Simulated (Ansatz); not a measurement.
Process, species as SMILES: F[S] (F-S) → F atom + S atom
B3LYP-D3(BJ)/def2-TZVP geometries, fixed; electronic energies without zero-point terms.

Effect of a fitting basis named in the input at r2SCAN/def2-TZVPP with Ansatz (a first-principles code), against the last row, where the atomisation energy is 86.24 kcal/mol. Open shells are unrestricted. The default fits or decomposes integrals by the program's own choice; accuracy: high also tightens integrals, grids and stops.

| setting | largest shift of a total energy (mEh) | shift of the atomisation energy (kcal/mol) |
|---|---|---|
| fitting: def2-SV(P)-JKFIT | -0.034 | -0.011 |
| fitting: def2-universal-JKFIT | -0.034 | -0.011 |
| fitting: cc-pVTZ-JKFIT | -0.017 | 0.008 |
| fitting: cc-pVQZ-JKFIT | -0.006 | 0.001 |
| fitting: cc-pV5Z-JKFIT | -0.004 | 0.000 |
| fitting: def2-universal-JFIT | -0.098 | 0.037 |
| accuracy: high | 0.003 | -0.002 |
| accuracy: medium (default) | 0.000 | 0.000 |

Within 0.02 kcal/mol in the atomisation energy: fitting: def2-SV(P)-JKFIT; fitting: def2-universal-JKFIT; fitting: cc-pVTZ-JKFIT; fitting: cc-pVQZ-JKFIT; fitting: cc-pV5Z-JKFIT; accuracy: high. The largest shift is 0.098 mEh in a total energy and 0.037 kcal/mol in the difference.
